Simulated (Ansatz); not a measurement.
O3Os, SMILES [O]=[Os](=[O])=[O], multiplicity 1.

Geometry: PBE0-D3(BJ)/def2-TZVP. The spin state was assumed, not searched. The def2 effective core potentials stand for the cores of Os; spin–orbit coupling is left out.

Two levels are set side by side: PBE/def2-SVPD (Ansatz, a first-principles code) and PBE0/def2-SVPD (Ansatz). Energy differences of separate SCF runs at the same geometry; the states with an electron removed or added have multiplicity 2 and 2. Differences are taken from unrounded values.

```
quantity                            PBE0    PBE  PBE minus PBE0
---------------------------------  -----  -----  --------------
vertical ionisation energy (eV)    11.45  11.15           -0.29
vertical electron affinity (eV)     2.32   1.92           -0.40
vertical singlet–triplet gap (eV)   1.56   1.81            0.25
```
